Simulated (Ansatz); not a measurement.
Two isomers of C2H8O2Si: A = `C[Si](C)(O)O`, B = `COC[SiH2]O`.

Gas-phase electronic energies from Ansatz, PBE0-D4/def2-TZVP geometries. CCSD(T)/CBS adds triple-zeta CCSD(T) − MP2 to the extrapolated MP2 energy (def2 sets, frozen cores). Functionals use def2-TZVPP. B3LYP here is the variant with VWN-RPA as its local correlation; programs differ in this. One conformer a species, not always the lowest.

A:

```xyz
13

C    -1.1445    0.2468    1.0963
Si    0.3886    0.1236    0.0403
C     0.0042   -0.5062   -1.6600
O     1.4966   -0.8330    0.8110
O     1.1008    1.5893   -0.1782
H    -0.9142    0.6430    2.0893
H    -1.8752    0.9151    0.6334
H    -1.6251   -0.7276    1.2252
H     0.9241   -0.6234   -2.2371
H    -0.6460    0.1894   -2.1965
H    -0.4981   -1.4761   -1.6186
H     1.1648   -1.4682    1.4452
H     1.6241    1.9272    0.5497
```

B:

Z-matrix (Å, degrees):
```
C
O 1 1.404
H 1 1.090 2 107.4
H 1 1.099 2 112.2 3 119.6
H 1 1.098 2 111.2 3 -119.2
C 2 1.422 1 112.8 3 -180.0
Si 6 1.898 2 110.5 1 79.6
H 6 1.100 2 110.9 1 -47.0
H 6 1.094 2 106.1 1 -162.8
O 7 1.647 6 106.1 2 37.6
H 7 1.486 6 110.4 2 156.4
H 7 1.490 6 112.1 2 -83.1
H 10 0.962 7 112.9 6 -17.2
```

**Question.** Which isomer does CCSD(T)/CBS put lower? Give the gap. (Estimate.)

**Answer.** Ansatz gave: A, by 77.4 kcal/mol.

**Question.** Give E(B) − E(A) in kcal/mol with B3LYP-D4, BLYP-D4, CCSD(T)/def2-SVP, MP2/def2-TZVPP, LDA (SPW92), CCSD/def2-TZVPP, B2PLYP. (Estimate.)

**Answer.** Ansatz gave: B3LYP-D4 74.1, BLYP-D4 71.9, CCSD(T)/def2-SVP 65.8, MP2/def2-TZVPP 79.2, LDA (SPW92) 72.9, CCSD/def2-TZVPP 76.2, B2PLYP 75.8. None reverses the order clearly.

**Question.** Does the order hold for the free energy at 298.15 K (harmonic terms from PBE0-D4)? (Best estimate.)

**Answer.** Computed: Yes: G(B) − G(A) = +77.1 kcal/mol, for one conformer each. Modes under 60 cm⁻¹, often nearly free rotors, make the harmonic entropy too high.

Largest T1 diagnostic: 0.011.

From PBE to PBE0 (25 % exact exchange), in def2-TZVPP and without D4, E(B) − E(A) moves by +2.4 kcal/mol. In def2-TZVPP, CCSD(T) changes the Hartree–Fock value by +1.0 kcal/mol (the triples alone add −0.3 kcal/mol) and MP2 by +4.3 kcal/mol.
